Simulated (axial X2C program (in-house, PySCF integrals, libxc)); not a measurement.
# CaC: cheaper levels and CCSD(T), two-component

Calculated with an in-house relativistic program for diatomic molecules. Two-component (2c) means X2C with spin–orbit coupling and atomic mean-field two-electron Coulomb and Gaunt terms. Basis: Ca dyall-cv3z [11s12p6d4f], C dyall-v3z [7s6p2d1f] (cores contracted in-house); Gaussian nuclei, density fitting, unrestricted open shells. Masses: Ca 39.963 u, C 12.000 u.

State: Ω = 1 (⟨Sz⟩ = 1.00, ⟨Lz⟩ = 0.00 at HF); fragments Ca + C.

```json
{"level": "PBE0", "Re (Å)": "2.280", "ωe (cm⁻¹)": "489.1", "De (eV)": "2.50"}
{"level": "HF", "Re (Å)": "2.343", "ωe (cm⁻¹)": "485.8", "De (eV)": "2.05"}
{"level": "CCSD", "Re (Å)": "2.314", "ωe (cm⁻¹)": "481.2", "De (eV)": "1.92"}
{"level": "LDA", "Re (Å)": "2.239", "ωe (cm⁻¹)": "502.1", "De (eV)": "3.03"}
```

Correlated methods: 14 electrons correlated (number of frozen shells: Ca 2 s, 1 p; C 1 s), 223 virtual spin orbitals or spinors in MP2, 90 natural virtuals in coupled cluster.

CCSD(T), same Hamiltonian and basis:

Re = 2.311 Å, ωe = 480.6 cm⁻¹, De = 1.91 eV; T1 = 0.016 (Lee–Taylor normalisation).

**Question.** Give the differences from CCSD(T) in the columns below.

**Answer.** 

| level | ΔRe (Å) | Δωe (cm⁻¹) | ΔDe (eV) |
| --- | --- | --- | --- |
| PBE0 | -0.031 | 8 | 0.59 |
| HF | 0.032 | 5 | 0.14 |
| CCSD | 0.003 | 1 | 0.01 |
| LDA | -0.072 | 22 | 1.12 |

One determinant describes the state; a PBE0 search over occupations chose it and may have missed a lower one. De is counted from the lowest determinant-based energies of the atoms at the same level, without counterpoise correction. Density functionals use the spin component along the axis (collinear). Coupled cluster ran in a truncated set of natural virtual spinors; the MP2 energy of the rest was added. (T) has no such correction and the atoms are truncated less, which lowers De at CCSD(T) by a hundredth of an eV or more. A 2c atom that is not at its ground J level misses part of its spin–orbit lowering, and De is too large by that part (0.04 eV or less for light atoms). This holds for PBE0, CCSD, LDA, CCSD(T). Other states lie close and PBE0, whose exact exchange favours high spin, may order them wrongly; the determinant shown need not be the ground state. The nearest other 2c determinant of the search, Ω = 2, lies 0.10 eV up at the distance of the search. Without a current term, density functionals place determinants with orbital angular momentum somewhat too high. With several unpaired electrons one determinant need not be a pure state. Open-shell Ω = 0 determinants with evenly filled partner blocks cannot be reached by this program, so the Ω shown need not be the lowest component. This is the Ω = 1 component of a π² triplet; the 0⁺ component is not one determinant and can lie lowest. The determinant is spin-polarised beyond a pure state at some levels (its spin-free form has ⟨S²⟩ too high), which makes Re and μ there less reliable.
